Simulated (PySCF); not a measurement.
## Polarisability and C₆ of Sc³⁺ (scandium, charge +3)

[Ar], closed-shell 1S. Computed with PySCF 2.14 in aug-cc-pwCVTZ-DK with one added diffuse shell each of s, p, d, f, g type (11s10p8d5f4g, 152 functions), with the spin-free X2C one-electron Hamiltonian (Gaussian nucleus). Coupled (time-dependent) response in atomic units; α is the mean over directions.

```json
{"method": "B3LYP", "mean α (bohr³)": "2.151", "C₆ (like pair)": "5.689", "S(−4)": "0.8657"}
```

S(−4) is the Cauchy moment in α(ω) = α(0) + S(−4) ω² + …

α(iu) at B3LYP:

```csv
u (hartree),α(iu) (bohr³)
0,2.151
0.0500,2.149
0.100,2.142
0.200,2.117
0.300,2.076
0.500,1.955
0.750,1.757
1.00,1.542
1.50,1.151
2.00,0.8579
3.00,0.5110
5.00,0.2390
```

A single London oscillator, α(iu) = α/(1 + u²/ω²), gives C₆ = (3/4) ω α². Matching the computed C₆ needs ω = 4 × 5.689 / (3 × 2.151²) = 1.64 hartree.

For an ion, C₆ is the dispersion term alone; charge-induced terms of lower order in 1/R come first.
